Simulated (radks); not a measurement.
Problem. All-electron atom: the tungsten ion W36+ in [Kr] 4d1 5p1 (not the ground configuration). All-electron calculation, scalar-relativistic Kohn-Sham, r2SCAN, spin-polarised, spherical densities, finite nucleus; open shells are filled with parallel spins first (spin-orbit coupling, left out, can overturn this in heavy ions); meta-GGA in the generalised Kohn-Sham scheme; Fermi nuclear charge, rms radius 5.3658 fm. Program: a radial shooting solver on a logarithmic mesh with Libxc functionals. Some entries of the table are withheld. Estimate them.

orbital  occ.  eigenvalue (eV)  <r> (bohr)  <1/r> (bohr^-1)
1s up       1        -71117.18     0.01835            87.04
1s down     1        -71116.57     0.01835            87.04
2s up       1        -13591.31     0.07752            20.38
2s down     1        -13589.47     0.07751            20.38
2p up       3        -12081.14     0.06940            18.46
2p down     3        -12079.40     0.06940            18.46
3s up       1        -4293.704      0.1988            7.641
3s down     1        -4292.862      0.1988            7.641
3p up       3        -3843.104      0.1985            7.061
3p down     3        -3841.990      0.1985            7.061
3d up       5        -3334.911      0.1794            6.661
3d down     5        -3333.172      0.1794            6.661
4s up       1        -1911.784      0.4069              (1)
4s down     1        -1906.859      0.4072              (2)
4p up       3        -1744.996      0.4194            3.375
4p down     3        -1739.983      0.4194            3.373
4d up       1        -1545.480      0.4192            3.161
4d down     0        -1539.923      0.4187            3.164
5p up       1        -992.7058      0.7348            1.933
5p down     0        -974.4970      0.7328            1.954

Solution. 
(1) 4s up <1/r> (bohr^-1): 3.610
(2) 4s down <1/r> (bohr^-1): 3.606
